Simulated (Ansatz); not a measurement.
Mulliken charges of AlBF$_{2}$H$_{2}$S (`B[S][Al]([F])[F]`) from PBE/def2-TZVPP in Ansatz (PBE0-D4/def2-TZVP geometry).

```
atom   x (Å)   y (Å)   z (Å)  charge (e)
  B1  -0.892   0.839  -0.091       0.093
  S2  -1.303  -0.481   0.994      -0.137
 Al3   0.694  -0.830   0.173       0.593
  F4   0.890  -1.814  -1.124      -0.303
  F5   2.022  -0.397   1.030      -0.303
  H6  -1.561   1.782  -0.360       0.067
  H7   0.212   0.833  -0.668      -0.010
```

Task: By hand: the dipole of these point charges (1 e Å = 4.8032 D).

Result: Σ q r = (-0.482, 0.433, -0.031) e Å, of length 0.649 e Å = 3.12 D.

Task: How does the dipole of the full density compare? (Best estimate.)

Result: The calculation gave: (-0.312, 0.209, 0.027) e Å, 1.81 D; the point charges give 1.72 times that, at 11° from its direction.

Point charges leave out the atoms' own dipoles, such as those of lone pairs, and Mulliken's split depends on the basis, so the two needn't agree.
